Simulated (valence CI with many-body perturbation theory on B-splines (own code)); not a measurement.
# Cr¹⁸⁺: one-electron terms

Calculated by configuration interaction combined with many-body perturbation theory (CI+MBPT): four valence electrons over a frozen Dirac-Fock core [He], a basis of 11 s, 11 p, 10 d, 8 f, 5 g, 2 h functions for each j, with the one-electron correlation potential Σ1, the two-electron term Σ2, the three-electron term Σ3, Breit, model QED; selected CI, second order for the rest, scaled by the run's own slope (own B-spline code, finite nucleus).

No measured spectrum was set against this ion. As an estimate, levels of excited configurations hold to 0.05 to 0.15 % of their energy, terms of the ground configuration to about 0.5 %. Among the levels kept, up to 850 cm⁻¹ of a level comes from second order outside the variational space, and about a tenth of that is noise between levels of different J, which matters for small intervals.

These are the spectroscopic orbitals of the CI (the correlating ones are not listed), shaped by the core and the other valence electrons. h is the expectation value of the core's Dirac-Fock operator, without the valence repulsion; Σ1 is computed up to l = 3 at one energy for each symmetry, that of its lowest orbital but kept below the first core excitation, so for empty shells it is not the orbital's own correlation shift; Breit and QED include the response of the core.

```csv
Orbital,h (hartree),Σ1 (cm⁻¹),Breit (cm⁻¹),QED (cm⁻¹),⟨r⟩ (bohr)
2s1/2,-63.169,-1094,3102,2540,0.2717
3s1/2,-27.562,-247,836,704,0.6393
4s1/2,-15.333,-92.8,329,279,1.170
5s1/2,-9.7506,-45.1,163,139,1.857
6s1/2,-6.7426,-25.4,92.6,79.1,2.702
7s1/2,-4.939,-15.7,57.6,49.3,3.703
2p1/2,-61.499,-2508,5946,-159,0.2340
3p1/2,-27.06,-530,1578,-44.0,0.6118
4p1/2,-15.122,-198,629,-17.7,1.151
5p1/2,-9.6427,-96.4,314,-8.9,1.847
6p1/2,-6.6801,-54.3,179,-5.1,2.700
7p1/2,-4.8997,-33.6,112,-3.2,3.709
2p3/2,-61.068,-2391,2657,38.6,0.2363
3p3/2,-26.933,-505,688,9.8,0.6150
4p3/2,-15.069,-189,273,3.9,1.155
5p3/2,-9.6158,-92.1,136,1.9,1.852
6p3/2,-6.6646,-51.8,77.2,1.1,2.707
7p3/2,-4.89,-32.1,48.2,0.7,3.717
3d3/2,-26.665,-198,41.7,-7.9,0.5328
4d3/2,-14.956,-83.7,22.5,-3.2,1.081
5d3/2,-9.5577,-42.9,12.6,-1.6,1.786
6d3/2,-6.631,-24.8,7.6,-0.9,2.648
7d3/2,-4.8688,-15.6,4.9,-0.6,3.666
3d5/2,-26.627,-195,12.5,8.0,0.5338
4d5/2,-14.94,-82.3,6.7,3.5,1.082
5d5/2,-9.5496,-42.1,3.7,1.8,1.787
6d5/2,-6.6263,-24.4,2.3,1.0,2.650
7d5/2,-4.8658,-15.4,1.5,0.7,3.668
4f5/2,-14.873,-15.1,0.2,-1.7,0.9428
5f5/2,-9.5189,-8.5,0.1,-0.8,1.651
6f5/2,-6.6094,-5.2,0.1,-0.5,2.518
7f5/2,-4.8554,-3.4,0.1,-0.3,3.541
4f7/2,-14.865,-15.0,0.0,1.3,0.9435
5f7/2,-9.515,-8.5,0.0,0.7,1.652
6f7/2,-6.6072,-5.2,0.0,0.4,2.519
7f7/2,-4.854,-3.3,0.0,0.3,3.542
5g7/2,-9.5051,,0.0,-0.5,1.446
6g7/2,-6.6011,,0.0,-0.3,2.314
7g7/2,-4.8499,,0.0,-0.2,3.339
5g9/2,-9.5028,,0.0,0.4,1.447
6g9/2,-6.5997,,0.0,0.2,2.314
7g9/2,-4.849,,0.0,0.1,3.340
6h9/2,-6.5992,,,,2.052
6h11/2,-6.5983,,,,2.052
```

Among the shells of the start configuration 2s2 2p2, Σ1 is largest in size for 2p1/2, where it is 0.019 % of h.

Lowest root of each symmetry, sizes in configuration state functions:

| J | Parity | Roots | Reference | Variational | Second order | Change by selected CI (cm⁻¹) | Change by second order (cm⁻¹) |
| --- | --- | --- | --- | --- | --- | --- | --- |
| 0 | even | 17 | 55 | 29008 | 165330 | -15246 | -3 |
| 1 | even | 32 | 129 | 31967 | 460810 | -14762 | -245 |
| 2 | even | 35 | 156 | 31972 | 771004 | -15115 | -347 |
| 3 | even | 21 | 128 | 31995 | 805255 | -19480 | -794 |
| 4 | even | 9 | 86 | 32546 | 881016 | -14769 | -113 |
| 5 | even | 3 | 47 | 43088 | 498808 | -15228 | -19 |
| 0 | odd | 12 | 51 | 28139 | 127547 | -19550 | -3 |
| 1 | odd | 30 | 132 | 31954 | 535619 | -18033 | -110 |
| 2 | odd | 30 | 153 | 31977 | 644231 | -8798 | -170 |
| 3 | odd | 15 | 128 | 31836 | 699884 | -17451 | -331 |
| 4 | odd | 5 | 87 | 35494 | 494377 | -21265 | -155 |
| 5 | odd | 1 | 48 | 26972 | 329958 | -26836 | -33 |
